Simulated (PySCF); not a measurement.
# Atomic charges by several schemes

C5H13NOSi.
Cartesian coordinates in Å at the GFN2-xTB level; atoms count from 1:
```xyz
21
C5H13NOSi angstrom
C     -1.2561   -1.8059    0.1075
C     -1.0743   -0.3453    0.4973
C     -1.6814    0.5997   -0.5867
N     -1.7790    1.9876   -0.2164
C      0.3580    0.0958    0.6746
O      0.6204    1.0686    1.3554
C      1.4496   -0.5940   -0.0698
Si     2.9948    0.5161    0.1131
H     -0.8239   -2.0099   -0.8688
H     -0.7888   -2.4613    0.8395
H     -2.3165   -2.0457    0.0637
H     -1.6052   -0.1457    1.4360
H     -2.6869    0.2415   -0.8246
H     -1.0746    0.5333   -1.4952
H     -2.3942    2.1000    0.5827
H     -0.8699    2.3524    0.0519
H      1.6104   -1.5790    0.3702
H      1.1562   -0.7657   -1.1053
H      2.6929    1.8389   -0.4237
H      3.4164    0.5488    1.5082
H      4.0432   -0.1131   -0.7008
```

Density: PBE0/pcSseg-1 (PySCF); schemes: Mulliken, IAO, Hirshfeld and ESP-fitted. Isolated species at its GFN2-xTB geometry (one conformer only).

Problem. Atoms with like bonding are taken together and averaged. Which atoms carry the lowest charge in the Mulliken, IAO, Hirshfeld and ESP-fitted schemes?

Solution. The schemes don't all agree: Mulliken C7 (-0.534); IAO C7 (-0.595); Hirshfeld N4 (-0.242); ESP-fitted N4 (-1.024).

Problem. For which atoms does the sign change between the 4 schemes (beyond +0.03 e in one, beyond −0.03 e in another)?

Solution. C3.

Problem. At which atom do the 4 schemes differ most?

Solution. At N4: from -1.024 (ESP-fitted) to -0.242 e (Hirshfeld), 0.782 e apart.

Problem. What partial charge does each atom carry?

Solution. In e; atoms taken as equivalent share a row and are averaged (×n: the atom named and its like, n in all):

| atom | environment | Mulliken | IAO | Hirshfeld | ESP-fitted |
| --- | --- | --- | --- | --- | --- |
| C1 | methyl carbon | -0.205 | -0.424 | -0.117 | -0.519 |
| C2 | sp3 carbon next to a carbonyl | -0.360 | -0.170 | -0.040 | -0.078 |
| C3 | sp3 carbon bound to nitrogen | -0.011 | -0.135 | -0.019 | +0.351 |
| N4 | primary amine nitrogen | -0.438 | -0.567 | -0.242 | -1.024 |
| C5 | ketone carbonyl carbon | +0.232 | +0.387 | +0.170 | +0.624 |
| O6 | ketone oxygen | -0.389 | -0.428 | -0.207 | -0.568 |
| C7 | sp3 carbon bound to silicon | -0.534 | -0.595 | -0.167 | -0.313 |
| Si8 | SiH3 silicon | +0.541 | +0.617 | +0.298 | +0.364 |
| H9/H10/H11 | methyl hydrogen | +0.118 | +0.143 | +0.043 | +0.130 |
| H12 | methine hydrogen | +0.133 | +0.147 | +0.041 | +0.057 |
| H13 | methylene hydrogen | +0.126 | +0.142 | +0.046 | +0.035 |
| H14 | methylene hydrogen | +0.117 | +0.132 | +0.038 | -0.005 |
| H15/H16 | N–H hydrogen | +0.176 | +0.246 | +0.104 | +0.385 |
| H17 | methylene hydrogen | +0.174 | +0.171 | +0.056 | +0.095 |
| H18 | methylene hydrogen | +0.162 | +0.159 | +0.050 | +0.107 |
| H19/H20/H21 | Si–H hydrogen | -0.085 | -0.119 | -0.080 | -0.096 |

Mean size of the charges over all atoms: ESP-fitted 0.266 e, IAO 0.255 e, Mulliken 0.209 e, Hirshfeld 0.098 e. Each set sums to the total charge, 0, to within 0.001 e. The IAO scheme projects the occupied orbitals on a minimal set of polarised atomic orbitals and counts the electrons in each atom's part of it.

Some averages cover members that differ in this geometry: H19/H20/H21, ESP-fitted -0.140 to -0.071; H9/H10/H11, ESP-fitted +0.093 to +0.151; H15/H16, ESP-fitted +0.366 to +0.404; H19/H20/H21, Mulliken -0.107 to -0.070 e.

Problem. How closely do the schemes follow one another over all atoms?

Solution. Correlation coefficient and root-mean-square difference: IAO with Hirshfeld 0.97, 0.188 e; Mulliken with IAO 0.96, 0.089 e; Mulliken with Hirshfeld 0.93, 0.147 e; Hirshfeld with ESP-fitted 0.87, 0.264 e; IAO with ESP-fitted 0.85, 0.192 e; Mulliken with ESP-fitted 0.80, 0.223 e.

Problem. Sum the charges by element, for elements with more than one atom.

Solution. 
```
element  atoms  Mulliken     IAO  Hirshfeld  ESP-fitted
      C      5    -0.879  -0.936     -0.173      +0.065
      H     13    +1.164  +1.314     +0.324      +1.163
```

Problem. How many electrons does the IAO scheme count on N4?

Solution. Z − q = 7 − (-0.567) = 7.567.

The run behind these numbers computed NMR shieldings as well. Time: 1.8 min; peak memory 0.94 GiB. Hardware: Intel Xeon at 2.50 GHz, one thread (shared host).
